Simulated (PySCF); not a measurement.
SMILES Cl[SiH2][SiH2][Si](C)(C)C, GFN2-xTB optimised geometry.

```
20

C      0.29    -2.16     1.56
Si     0.89    -1.23     0.00
C      2.80    -1.23     0.00
C      0.28    -2.19    -1.53
Si     0.00     0.94     0.00
Si    -2.23     1.09     0.59
Cl    -3.21    -0.53    -0.19
H     -0.80    -2.21     1.59
H      0.66    -3.18     1.59
H      0.62    -1.66     2.47
H      3.19    -0.72    -0.87
H      3.19    -0.72     0.88
H      3.21    -2.24     0.00
H     -0.80    -2.24    -1.55
H      0.66    -3.21    -1.54
H      0.60    -1.72    -2.46
H      0.18     1.59    -1.31
H      0.73     1.85     0.91
H     -2.50     1.01     2.03
H     -3.00     2.24     0.11
```

Density from PySCF with CAM-B3LYP/def2-SVP at that geometry.

Minimum of the electron density along straight lines between bonded atoms, close to the bond critical point (lines longer than 1.1 times the sum of covalent radii, or with two minima, are not listed):

```csv
bond,length / Å,ρ at the minimum / e bohr⁻³,∇²ρ there / e bohr⁻⁵,position (fraction from the first atom)
C1–Si2,1.912,0.110,0.31,0.62
Si2–C3,1.913,0.109,0.30,0.38
Si2–C4,1.910,0.110,0.31,0.38
Si6–Cl7,2.043,…,0.31,0.37
C1–H8,1.086,0.273,-0.99,0.63
C1–H9,1.086,0.272,-0.98,0.63
C1–H10,1.086,0.272,-0.98,0.63
C3–H11,1.086,0.272,-0.98,0.63
C3–H12,1.086,0.272,-0.99,0.63
C3–H13,1.087,0.271,-0.98,0.63
C4–H14,1.086,0.273,-1.00,0.63
C4–H15,1.087,0.271,-0.98,0.63
C4–H16,1.086,0.272,-0.98,0.63
Si5–H17,1.475,0.113,0.31,0.49
Si5–H18,1.474,0.113,0.32,0.49
Si6–H19,1.465,0.119,0.33,0.49
Si6–H20,1.465,0.119,0.33,0.49
```

### Question
What belongs in the gaps?

### Answer

- Si6–Cl7, ρ at the minimum / e bohr⁻³: 0.093
